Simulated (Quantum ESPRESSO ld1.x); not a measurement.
Sn IV, 47 electrons, occupied as [Kr] 4d10 5s1. Calculated with ld1.x of Quantum ESPRESSO 7.5: scalar-relativistic Kohn-Sham, relativistic LDA (MacDonald-Vosko exchange, VWN5 correlation), spin-unpolarised, spherical densities, point nucleus.

Radial electron density D(r) = 4 pi r^2 rho(r):

```
   r/bohr * D(r) (the largest magnitude, 82.2, reaches the edge; | marks zero)
  0.00136 | *
 0.001584 | *
 0.001844 |  *
 0.002146 |   *
 0.002479 |    *
 0.002886 |     *
 0.003359 |       *
 0.003911 |         *
 0.004553 |           *
   0.0053 |              *
  0.00617 |                 *
 0.007183 |                     *
 0.008362 |                         *
 0.009735 |                             *
  0.01124 |                                 *
  0.01309 |                                     *
  0.01524 |                                        *
  0.01774 |                                         *
  0.02065 |                                          *
  0.02404 |                                         *
  0.02799 |                                        *
  0.03258 |                                      *
  0.03793 |                                    *
  0.04416 |                                     *
   0.0514 |                                       *
  0.05937 |                                            *
  0.06911 |                                                 *
  0.08046 |                                                     *
  0.09367 |                                                      *
    0.109 |                                                   *
   0.1269 |                                             *
   0.1478 |                                        *
    0.172 |                                     *
   0.2003 |                                       *
   0.2332 |                                           *
   0.2693 |                                            *
   0.3135 |                                        *
   0.3649 |                                *
   0.4248 |                     *
   0.4946 |               *
   0.5758 |             *
   0.6703 |              *
   0.7803 |               *
   0.9084 |              *
    1.058 |          *
    1.231 |       *
    1.422 |    *
    1.655 |  *
    1.927 | *
    2.243 |*
    2.612 *
     3.04 *
    3.539 *
    4.121 *
    4.797 *
    5.584 *
```

D(r) has 4 maxima, at r = 0.0205, 0.0900, 0.263, 0.780 bohr, and minima at 0.0401, 0.173, 0.571 bohr, inside which lie 2.00, 11.20, 28.99 electrons.
